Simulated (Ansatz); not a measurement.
CH5B (SMILES BC), charge 0, multiplicity 1, relaxed at each level with Ansatz (a quantum-chemistry and plane-wave program); harmonic frequencies from differences of analytic forces, average atomic masses, frozen cores.

```
level               B1–H2 (Å)  B1–H3 (Å)  B1–C4 (Å)  C4–H5 (Å)  C4–H6 (Å)  C4–H7 (Å)  H2–B1–H3 (°)  H2–B1–C4 (°)  H3–B1–C4 (°)  dipole (D)
------------------  ---------  ---------  ---------  ---------  ---------  ---------  ------------  ------------  ------------  ----------
HF/def2-TZVPP          1.1922     1.1922     1.5672     1.0939     1.0833     1.0833         117.9         121.0         121.0        0.50
PBE/def2-TZVPP         1.2043     1.2043     1.5509     1.1129     1.0981     1.0981         118.1         120.9         120.9        0.79
r2SCAN/def2-TZVPP      1.1971     1.1971     1.5471     1.1049     1.0908     1.0908         118.1         120.9         120.9        0.75
B3LYP/def2-TZVPP       1.1934     1.1934     1.5516     1.1036     1.0904     1.0904         118.0         121.0         121.0        0.67
PBE0/def2-TZVPP        1.1981     1.1981     1.5481     1.1044     1.0907     1.0907         118.0         120.9         120.9        0.71
wB97X-V/def2-TZVPP     1.1989     1.1989     1.5574     1.1041     1.0919     1.0919         118.2         120.9         120.9        0.65
CCSD(T)/cc-pVDZ        1.2131     1.2131     1.5747     1.1177     1.1051     1.1051         118.2         120.8         120.8        0.63
```
